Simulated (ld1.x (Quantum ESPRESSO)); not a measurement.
## Transferability test, TM potential for manganese (Mn)

```json
{"Element": "manganese (Mn)", "Generator": "ld1.x (Quantum ESPRESSO) 7.5", "Type": "norm-conserving Troullier–Martins (Kleinman–Bylander form)", "Functional": "PBE", "Relativity": "scalar-relativistic", "Frozen core": "[Ne] 3s2", "Valence charge": "13", "Reference configuration": "3p6 3d5 4s1 4p0 (charge +1)", "Partial waves": "4s (bound): rc 2.45 bohr; 3d (bound): rc 1.40 bohr; 3p (bound): rc 1.15 bohr", "Local potential": "the p channel", "Core correction": "a·sin(br)/r model core, default radius (core density twice the valence density)"}
```

Energies are relative to the spin-unpolarised reference configuration 3p6 3d5 4s1 4p0; without spin polarisation the order of configurations can differ from experiment.

```
valence configuration  charge  ΔE all-electron (eV)  error AE − PS (meV)
      3p6 3d5 4s2 4p0       0                -8.416                 -3.5
      3p6 3d4 4s0 4p0      +3                48.118                  +35
      3p6 3d5 4s1 4p1       0                -4.559                  +16
      3p6 3d6 4s0 4p0      +1                -1.603                  -62
      3p6 3d4 4s2 4p0      +1                 4.771                 -102
  3p6 3d5.5 4s1.5 4p0       0                -8.898                 +2.3
```

**Question.** What are ΔE and the potential's error for 3p6 3d5 4s0 4p0?

**Answer.** ΔE = 15.599 eV all-electron; the error (AE − PS) is -13 meV.

Levels in the configuration 3p6 3d4 4s0 4p0:

```csv
level,all-electron (eV),pseudo (eV)
3p,-90.292,-90.292
3d,-41.203,-41.161
```

Note: ghost state, extra bound levels that the all-electron valence spectrum of the same l lacks: s at -86.4 eV. A true bound ghost makes a file unfit for plane-wave use.
